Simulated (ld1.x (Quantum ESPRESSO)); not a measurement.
thallium: one change to a TM potential, before and after

| Quantity | Value |
| --- | --- |
| Element | Tl |
| Generator | ld1.x (Quantum ESPRESSO) 7.5 |
| Type | norm-conserving Troullier–Martins (Kleinman–Bylander form) |
| Functional | LDA (PZ) |
| Relativity | scalar-relativistic |
| Frozen core | [Xe] 4f14 5d10 |
| Valence charge | 3 |
| Reference configuration | 6s2 6p0 (charge +1) |
| Partial waves | 6p (bound, empty): rc 1.90 bohr; 6s (bound): rc 2.20 bohr |
| Local potential | the s channel |
| Core correction | Bessel-smoothed model core inside 1.65 bohr |

All-electron outer shells of the reference configuration (LDA (PZ), scalar-relativistic, ld1.x):

```csv
shell,level (eV),outermost node (bohr),outermost maximum (bohr)
5d,-22.98,0.53,1.11
6s,-16.69,1.04,2.05
6p,-8.45,1.22,2.70
```

Change: wave 6s (bound): rc 2.20 bohr becomes 6s (bound): rc 1.86 bohr.

Cutoffs: the cutoffs (Ry, on a coarse ladder) from which the occupation-weighted sum of valence levels, in a spherical-Bessel basis at the reference potential, stays within 10 and 1 mRy of its value at 400 Ry; they do not see the model core or the augmentation charge, which bear on the density cutoff. Errors are all-electron minus pseudo energies relative to the spin-unpolarised reference configuration.

**Question.** What does the change do?

**Answer.** The potential gets harder (18 Ry and 30 Ry → 21 Ry and 45 Ry); both files keep a bound ghost (d, p); the errors of the 9 common tests hardly move. A smaller radius makes the pseudo-wave follow the all-electron one further in, where it bends more sharply, so more plane waves are needed.

```tsv
quantity	base	changed
cutoff, loose	18 Ry	21 Ry
cutoff, tight	30 Ry	45 Ry
bound ghosts	p, d	p, d
error for 6s2 6p1, meV [ΔE -5.41 eV]	-23	-23
error for 6s1 6p0, meV [ΔE 21.20 eV]	-214	-215
error for 6s2 6p0.5, meV [ΔE -3.44 eV]	-8.0	-7.9
error for 6s2 6p1.3, meV [ΔE -5.96 eV]	-31	-30
error for 6s1 6p1, meV [ΔE 8.38 eV]	-40	-41
error for 6s1 6p2, meV [ΔE 2.07 eV]	-10	-10
error for 6s0 6p3, meV [ΔE 9.99 eV]	-75	-75
error for 6s2 6p1 (spin-polarised), meV [ΔE -5.52 eV]	-25	-24
error for 6s1 6p0 (spin-polarised), meV [ΔE 21.01 eV]	-224	-225
```

Base: The cutoffs count occupied waves only; the empty 6p level needs 30 Ry at the loose tolerance. Changed file: The cutoffs count occupied waves only; the empty 6p level needs 30 Ry at the loose tolerance. A true bound ghost makes a file unfit for plane-wave use even where its test errors are small: the radial tests pick states by their node count and pass the ghost by.
